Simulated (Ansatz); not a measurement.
`C[N]=[W](=[N]C)([O]C)[O]C` at its PBE0-D4/def2-TZVP geometry, where that method's forces vanish. The species carries charge 0 and has multiplicity 1. W takes the def2 core potential.

```xyz
21

C     2.6396   -1.0509    0.3642
N     1.5190   -0.1897    0.2675
W    -0.1077    0.4078   -0.0050
N    -1.2122   -0.9310   -0.2600
C    -1.7495   -2.2395   -0.3371
O    -0.6496    1.3734    1.5312
C    -0.0749    1.6821    2.7697
O    -0.1174    1.4900   -1.5591
C    -0.7739    1.4519   -2.7950
H     3.3842   -0.8123   -0.4038
H     2.3574   -2.1038    0.2488
H     3.1264   -0.9401    1.3396
H    -0.9769   -3.0068   -0.2106
H    -2.5129   -2.3953    0.4338
H    -2.2267   -2.4024   -1.3100
H     1.0101    1.5348    2.7582
H    -0.5082    1.0512    3.5529
H    -0.2861    2.7279    3.0125
H    -1.1172    2.4591   -3.0501
H    -1.6384    0.7801   -2.7715
H    -0.0851    1.1133   -3.5762
```

Task: What forces (eV/Å) does PBE-D4/def2-TZVPP give on these atoms in Ansatz? (An estimate is asked.)

Result: Computed: 
```
C1   0.001  0.000 -0.006
N2   0.598 -0.146  0.124
W3  -0.156  0.588 -0.002
N4  -0.445 -0.428 -0.121
C5   0.000 -0.002  0.006
O6  -0.327  0.119 -0.043
C7   0.076  0.039  0.175
O8   0.224  0.265  0.035
C9  -0.086 -0.006 -0.175
H10  0.184  0.032 -0.159
H11 -0.035 -0.238 -0.021
H12  0.124  0.006  0.204
H13  0.149 -0.188  0.024
H14 -0.174 -0.062  0.159
H15 -0.110 -0.059 -0.202
H16  0.243 -0.026  0.016
H17 -0.085 -0.127  0.194
H18 -0.040  0.230  0.071
H19 -0.081  0.218 -0.074
H20 -0.196 -0.144 -0.014
H21  0.137 -0.070 -0.191
```
